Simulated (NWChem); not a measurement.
# ZnH₂SeO; SMILES [Zn]([OH])[SeH]

```xyz
5

Zn    -0.0113     0.8570     0.0097
O     -0.0073     2.6288    -0.0916
H     -0.0404     3.0874     0.7537
Se    -0.0296    -1.4225    -0.0094
H      1.4428    -1.4613     0.0096
```
Atoms are numbered in this order, from 1.

Results from NWChem. Structure relaxed at the PBE0/def2-SVP level. Ions are spin-unrestricted doublets at the neutral geometry; other ion states weren't tried.

Task: Order these by “ΔSCF minus −ε(HOMO) (eV)”, lowest first: B3LYP/def2-TZVP; Hartree-Fock/def2-TZVP; PBE/def2-TZVP.

Result: Hartree-Fock/def2-TZVP (-1.21), B3LYP/def2-TZVP (2.57), PBE/def2-TZVP (3.22)
